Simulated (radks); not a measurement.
Ir I, configuration [Xe] 4f14 5d7 6s2 (the NIST ground configuration). Method: scalar-relativistic Kohn-Sham, PBE, spin-polarised, spherical densities, point nucleus; open shells are filled with parallel spins first (spin-orbit coupling, left out, can overturn this in heavy ions); hard spherical wall at 1.5 bohr; computed with a radial shooting solver on a logarithmic mesh with Libxc functionals. Some entries of the table are withheld. Estimate them.

orbital,occ.,eigenvalue (eV),<r> (bohr),r(max) (bohr)
1s up,1,-75954.65,0.01743,0.01082
1s down,1,-75954.64,0.01743,0.01082
2s up,1,-13143.60,0.07362,0.06229
2s down,1,-13142.83,0.07362,0.06229
2p up,3,-11392.73,0.06627,0.05139
2p down,3,-11392.11,0.06626,0.05139
3s up,1,-2953.313,0.1907,0.1758
3s down,1,-2952.998,0.1907,0.1758
3p up,3,-2441.768,0.1916,0.1747
3p down,3,-2441.416,0.1916,0.1747
3d up,5,-1877.757,0.1737,0.1424
3d down,5,-1877.181,0.1737,0.1424
4s up,1,-517.0408,0.4267,0.3986
4s down,1,-516.2741,0.4268,0.3987
4p up,3,-351.0138,0.4563,0.4197
4p down,3,-350.3061,0.4563,0.4199
4d up,5,-147.3408,0.4902,0.4305
4d down,5,-146.5424,0.4899,0.4307
5s up,1,29.7121,0.8751,0.8925
5s down,1,32.4096,0.8736,0.8902
4f up,7,78.0930,0.5530,0.4071
4f down,7,79.1383,0.5509,0.4072
5p up,3,84.1845,0.9062,0.9547
5p down,3,87.1022,0.9051,0.9532
5d up,5,162.7932,0.9232,1.017
5d down,2,165.8185,0.9228,1.017
5f up,0,261.6400,0.8830,1.073
5f down,0,264.4512,0.8844,1.072
6s up,1,(1),0.9091,1.203
6s down,1,(2),0.9099,1.203
6p up,0,421.4429,0.8948,1.220
6p down,0,423.3248,0.8952,1.220
7s up,0,858.6752,0.8750,1.304
7s down,0,860.6334,0.8753,1.305

Answer. 
(1) 6s up eigenvalue (eV): 356.2829
(2) 6s down eigenvalue (eV): 358.2130
